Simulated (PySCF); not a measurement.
**Working out the ionisation energy of Si⁺**

Si⁺ [Ne] 3s2 3p1 (2P) → Si²⁺ [Ne] 3s2 (1S). Calculation: PySCF 2.14, in aug-cc-pwCVDZ (6s5p3d, 36 functions); no relativity, point nucleus. Frozen: nothing. Energies in hartree (1 hartree = 27.21139 eV):

```
            part  Si⁺ (lower)  Si²⁺ (upper)
             UHF  -288.570061   -287.988634
CCSD correlation    -0.196808     -0.186822
             (T)    -0.002304     -0.001742
```

Task: What does Hartree-Fock give?

Result: (-287.988634) − (-288.570061) = 0.581427 hartree = 15.821 eV.

Task: What do CCSD and CCSD(T) give?

Result: The CCSD correlation energies differ by 0.009986 hartree = 0.272 eV and the triples by 0.000562 hartree = 0.015 eV, so CCSD gives 16.093 eV and CCSD(T) 16.108 eV.

Measured between the centres of the two terms (NIST): 16.322 eV, so CCSD(T) (all electrons) is off by -0.214 eV.

A double-zeta basis recovers only part of the correlation energy.

What remains against the reference includes basis incompleteness and higher excitations.
